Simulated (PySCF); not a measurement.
**Highest orbital energy against ionisation energy along group 15**

Calculated with PySCF 2.14, no spin-orbit coupling. Each cell gives −ε(HOMO) / ΔSCF in eV; NIST values include spin-orbit coupling, (s) semi-empirical, (t) theoretical.

| species | UHF | LDA | PBE | PBE0 | r2SCAN | NIST (lowest levels) |
| --- | --- | --- | --- | --- | --- | --- |
| N(2+) (x2c-QZVPPall with one added diffuse shell each of s, p, d, f type, spin-free X2C) | 48.037 / 47.298 | 38.579 / 47.869 | 38.831 / 48.024 | 41.260 / 48.007 | 39.787 / 48.230 | 47.445 (s) |
| P(2+) (x2c-QZVPPall with one added diffuse shell each of s, p, d, f type, spin-free X2C) | 29.978 / 29.580 | 24.799 / 30.196 | 24.945 / 30.233 | 26.362 / 30.255 | 25.405 / 30.366 | 30.203 |
| As(2+) (x2c-QZVPPall with one added diffuse shell each of s, p, d, f type, spin-free X2C) | 27.828 / 27.491 | 23.232 / 28.259 | 23.207 / 28.089 | 24.537 / 28.120 | 23.677 / 28.325 | 28.349 ± 0.012 |
| Sb(2+) (x2c-QZVPPall with one added diffuse shell each of s, p, d, f type, spin-free X2C) | 24.449 / 24.149 | 20.607 / 24.958 | 20.510 / 24.726 | 21.671 / 24.760 | 20.882 / 24.874 | 25.323 |

Task: How far is −ε(HOMO) from ΔSCF on average for each method, and why?

Result: UHF 0.44 eV; LDA -6.02 eV; PBE -5.89 eV; PBE0 -4.33 eV; r2SCAN -5.51 eV. Hartree-Fock orbital energies lack relaxation and so exceed the ΔSCF value; semilocal functionals have convex E(N) from self-interaction, so their HOMO lies far too high; exact exchange moves hybrids part of the way back.
